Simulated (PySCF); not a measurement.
Structure problem from calculated spectra and properties.

Formula: C11H12O2.

| Quantity | Value |
| --- | --- |
| 13C NMR | chemical shifts (computed TMS as zero) by class: 201.2 (1 C), 151.3 (1 C), 149.0 (1 C), 136.5 (1 C), 132.7 (1 C), 131.7 (1 C), 129.9 (1 C), 68.1 (1 C), 41.6 (1 C), 33.6 (1 C), 25.0 (1 C) ppm [GIAO B97-2/pcSseg-1] |
| Dipole | 5.16 D [CAM-B3LYP/def2-SVPD] |
| UV, strongest line | among the 10 lowest singlet transitions: S6 at 6.43 eV (193 nm, f = 0.323) [TDDFT CAM-B3LYP/def2-SVPD] |
| Rotational structure | rotational constants A, B, C: 1.076, 0.854, 0.499 GHz [PBE0-D3(BJ)/def2-SVP] |
| Couplings | largest of the computed one-bond spin–spin couplings (means over like bonds): 13C–1H +168.7, 13C–1H +167.0, 13C–1H +166.6, 13C–1H +145.3 (×2), 13C–1H +135.1 (×2), 13C–1H +133.9 (×2), 13C–1H +133.8 (×2), 17O–1H -73.6 Hz [B3LYP/pcJ-1, spin–dipole term left out] |
| Polarisability | 132.0 au [CAM-B3LYP/def2-SVPD] |

Electronic properties: PySCF, gas phase, density fitting. Levels stand in brackets. NMR shifts are as computed; neighbouring signals can stand in another order in a measured spectrum. Geometry: PBE0-D3(BJ)/def2-SVP, one conformer, isolated molecule. Each NMR value is the plain mean over a class of atoms that symmetry, rotation or inversion makes alike.

Problem. What is the compound? Reason from the data.

Solution. Numbering: `[O:1]=[C:2]1[CH2:3][CH2:4][CH2:5][c:6]2[cH:7][cH:8][cH:9][c:10]([CH2:11][OH:12])[c:13]21`. Its formula, C11H12O2, gives 6 degrees of unsaturation: 2 rings and 4 π bonds in the structure found (Kekulé form). 11 carbons fall into 11 classes; from least to most shielded: ketone carbonyl carbon [C2] (201.2 ppm), substituted aromatic carbon [C10] (151.3 ppm), substituted aromatic carbon [C6] (149.0 ppm), aromatic CH carbon [C8] (136.5 ppm), aromatic CH carbon [C9] (132.7 ppm), substituted aromatic carbon [C13] (131.7 ppm), aromatic CH carbon [C7] (129.9 ppm), carbinol carbon (C–OH) [C11] (68.1 ppm), sp3 carbon next to a carbonyl [C3] (41.6 ppm), benzylic-type carbon [C5] (33.6 ppm), ring CH2 carbon [C4] (25.0 ppm). The couplings run between: +168.7 Hz, aromatic CH carbon [C9] and its hydrogen; +167.0 Hz, aromatic CH carbon [C7] and its hydrogen; +166.6 Hz, aromatic CH carbon [C8] and its hydrogen; +145.3 Hz, carbinol carbon (C–OH) [C11] and its hydrogen (with 1 like pair); +135.1 Hz, ring CH2 carbon [C4] and its hydrogen (with 1 like pair); +133.9 Hz, sp3 carbon next to a carbonyl [C3] and its hydrogen (with 1 like pair); +133.8 Hz, benzylic-type carbon [C5] and its hydrogen (with 1 like pair); -73.6 Hz, alcohol oxygen [O12] and its hydrogen. The optimised geometry has point group C1 and is an asymmetric top. Structure: `O=C1CCCc2cccc(CO)c21`. Computed isomers that give other values at the same levels: `CCOC(=O)/C=C/c1ccccc1` (static isotropic polarisability: 149.5 au). The assignments are read from this structure; whether some other isomer fits the data as well wasn't checked.
